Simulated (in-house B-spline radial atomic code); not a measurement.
Te¹⁹⁺. Computed with a B-spline radial atomic code. Model: all-electron spherical atom, spin shells full or empty, radial basis limit, no spin-orbit coupling: exact exchange with a local potential (Slater, KLI or optimised effective potential, whose far tail is KLI's), no correlation.

Exchange potential has not reached -1/r at the last radius.

The run also made RPA and GW results, which its time includes.

The Slater potential averages the orbital exchange potentials with the orbital densities as weights, KLI adds orbital constants, and the optimised effective potential minimises the exact-exchange energy among local potentials. So their energies lie above Hartree-Fock in the order OEP, KLI, Slater. All fall off as −1/r, unlike LDA and GGA exchange.

Command:
```bash
python run_gw.py task.json out
```
Settings (lengths in bohr, energies in hartree):
```
Z                      52
electrons              33
configuration          [Ar] 3d10 4s2 4p3
hamiltonian            nr
method                 kli
lmax                   9
spin_polarised         True
box_radius             4.23
intervals              67
```

Time taken, with all properties: 7.4 s on 1 thread of Arm Neoverse N1, with other jobs on the host.

Given: hamiltonian non-relativistic; mean-field start exchange-only KLI.

Computed: energy above Hartree-Fock 14.071 millihartree; virial ratio -E/T less 1 0.000181.

```
radius (bohr)  r times exchange potential up (hartree bohr)  r times exchange potential down (hartree bohr)
     0.000962                                     -0.039991                                       -0.039741
      0.00118                                        -0.049                                       -0.048693
      0.00144                                     -0.059707                                       -0.059333
      0.00176                                     -0.072817                                        -0.07236
      0.00215                                     -0.088663                                       -0.088104
      0.00263                                      -0.10795                                        -0.10727
      0.00322                                      -0.13128                                        -0.13044
      0.00393                                             ?                                               ?
      0.00481                                      -0.19157                                        -0.19031
      0.00588                                       -0.2297                                        -0.22815
      0.00719                                      -0.27339                                        -0.27147
      0.00879                                      -0.32201                                        -0.31964
       0.0108                                             ?                                               ?
       0.0131                                      -0.42645                                        -0.42278
       0.0161                                      -0.47747                                        -0.47278
       0.0197                                      -0.51836                                         -0.5123
        0.024                                      -0.54417                                        -0.53613
       0.0294                                      -0.55397                                        -0.54275
        0.036                                      -0.55772                                        -0.54155
        0.044                                      -0.58693                                        -0.56465
       0.0538                                      -0.67025                                        -0.64323
       0.0658                                      -0.79217                                        -0.76305
       0.0804                                      -0.90901                                        -0.87964
       0.0983                                      -0.98336                                        -0.95524
         0.12                                      -0.99425                                         -0.9678
        0.147                                      -0.97728                                        -0.94503
         0.18                                       -1.0655                                         -1.0077
         0.22                                       -1.2791                                         -1.1968
        0.269                                       -1.4625                                          -1.375
        0.329                                       -1.5006                                         -1.4268
        0.402                                       -1.3584                                         -1.3136
        0.492                                        -1.159                                         -1.0698
        0.601                                       -1.2401                                        -0.87514
        0.735                                       -1.4015                                        -0.90016
        0.899                                       -1.4321                                        -0.96901
          1.1                                       -1.3586                                        -0.99527
         1.34                                       -1.2567                                         -1.0001
```

Question: What belongs in the row 0.00393?

Answer: r times exchange potential up (hartree bohr): -0.15869; r times exchange potential down (hartree bohr): -0.15766.

Question: What belongs in the row 0.0108?

Answer: r times exchange potential up (hartree bohr): -0.37549; r times exchange potential down (hartree bohr): -0.37254.

```
occupied  level (hartree)  Hartree-Fock level (hartree)
   1s up          -1136.7                       -1150.3
 1s down          -1136.4                       -1150.2
   2s up             -187                       -191.85
 2s down                ?                             ?
   2p up          -176.78                        -180.9
 2p down          -176.45                       -180.79
   3s up          -52.159                        -53.95
 3s down          -51.902                       -53.826
   3p up          -47.899                       -49.321
 3p down                ?                             ?
   3d up          -40.047                       -40.823
 3d down          -39.771                       -40.733
   4s up          -22.108                       -22.459
 4s down          -21.591                       -21.596
   4p up          -20.478                       -20.484
```

Question: What belongs in the row 2s down?

Answer: level (hartree): -186.71; Hartree-Fock level (hartree): -191.79.

Question: What belongs in the row 3p down?

Answer: level (hartree): -47.628; Hartree-Fock level (hartree): -49.142.

```tsv
empty	level (hartree)
4p down	-19.965
4d up	-17.634
4d down	-17.143
4f up	-14.408
4f down	?
5s up	-12.315
5s down	?
5p up	-11.58
5p down	-11.351
```

Question: What belongs in the row 4f down?

Answer: level (hartree): -13.964.

Question: What belongs in the row 5s down?

Answer: level (hartree): -12.075.

The highest level, 4p up, differs from Hartree-Fock by +0.18 eV and the deepest, 1s up, by +369 eV: a local potential can match the highest level but can't give each shell its own exchange.
